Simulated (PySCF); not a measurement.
Radial density of Pb (lead, neutral)

r2SCANh, [Xe] 4f14 5d10 6s1 6p3, high-spin 5S determinant (an excited configuration). Calculation: PySCF 2.14, in aug-cc-pVQZ-DK3; scalar relativity by spin-free X2C-1e.

```csv
r (bohr),4πr²ρ (e/bohr),4πr²(ρα − ρβ)
0.0128,113.5,0.0085
0.0215,100.6,0.0161
0.0362,137.8,0.0329
0.0609,145.5,-0.0047
0.102,126.4,0.0184
0.172,126.5,0.0175
0.290,87.80,0.0888
0.487,66.23,0.0147
0.820,25.90,0.1619
1.38,11.23,0.2991
2.32,2.776,1.7689
3.90,0.7155,0.7010
6.56,0.03966,0.0396
11.0,0.0001632,0.0002
```

Densities and radii are taken from the X2C orbitals without a picture-change correction, which distorts them close to the nucleus.

Spin-orbit coupling, which splits the p, d and f shells strongly at this Z, is absent. Spin-orbit coupling is strong in this species (close to jj coupling), so the high-spin LS determinant is a model state, not a physical level.

(1) Where is the radial spin density 4πr²(ρα − ρβ) most negative, and why is it negative at all?

Answers

(1) Around r = 0.0609 bohr, down to -0.0047 e/bohr: exchange with the open shell polarises the paired shells in an unrestricted calculation.
